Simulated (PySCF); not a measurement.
## Fractional electron number in Mn⁺ (manganese, charge +1)

The 4s alpha orbital of [Ar] 3d5 4s1 is emptied in steps (occupation f), with all orbitals relaxed, ending at [Ar] 3d5. Computed with PySCF 2.14 in x2c-TZVPall (6s5p4d1f, 48 functions), with the spin-free X2C one-electron Hamiltonian (Gaussian nucleus). The exact energy is a straight line in f; departures are measured from the line between the end points of the same method.

```csv
f,UHF (eV),LDA (eV),PBE (eV)
1,0.000,0.000,0.000
0.9,0.011,-0.325,-0.326
0.7,0.024,-0.757,-0.764
0.5,0.029,-0.897,-0.912
0.3,0.024,-0.748,-0.769
0.1,0.010,-0.317,-0.331
0,0.000,0.000,0.000
```

```tsv
method	E(f=0) − E(f=1) (eV)	−ε at f=1 (eV)	−ε at f=0.5 (eV)
UHF	14.856	14.976	14.854
LDA	16.502	12.889	16.526
PBE	16.261	12.643	16.244
```

Orbital energy along the path (eV):

```tsv
f	UHF	LDA	PBE
1	-14.976	-12.889	-12.643
0.9	-14.950	-13.616	-13.356
0.7	-14.900	-15.073	-14.794
0.5	-14.854	-16.526	-16.244
0.3	-14.809	-17.960	-17.711
0.1	-14.767	-19.345	-19.199
0	-14.746	-19.995	-19.936
```

Reference removal energy between the ground levels: 15.640 eV (measured; NIST Atomic Spectra Database, ionization energies). UHF lacks correlation.
